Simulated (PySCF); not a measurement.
GeF2, SMILES [F][Ge][F] (connectivity only; charge and spin as stated), neutral, multiplicity 1. Geometry: B3LYP-D3(BJ)/def2-TZVP. The isomer is the one that the SMILES or the coordinates give; other isomers of the formula were not compared.

Calculation: B3LYP-D3(BJ)/def2-TZVP (PySCF).

Harmonic wavenumbers (cm⁻¹): 253, 649, 675. Rotational constants (GHz): 15.05, 7.620, 5.059; symmetry number 2.

Task: Work out the zero-point energy and the ideal-gas rigid-rotor harmonic-oscillator thermochemistry at 298.15 K and 1 atm.

Result: ZPE = ½ Σ hcν = ½ × 1577 cm⁻¹ = 9.43 kJ/mol. H − E(el) = 21.29 kJ/mol. Entropy in J/(mol K): translation 167.44, rotation 93.95, vibration 10.11, total 271.50. G − E(el) = -59.66 kJ/mol. Cp = 48.18 J/(mol K).
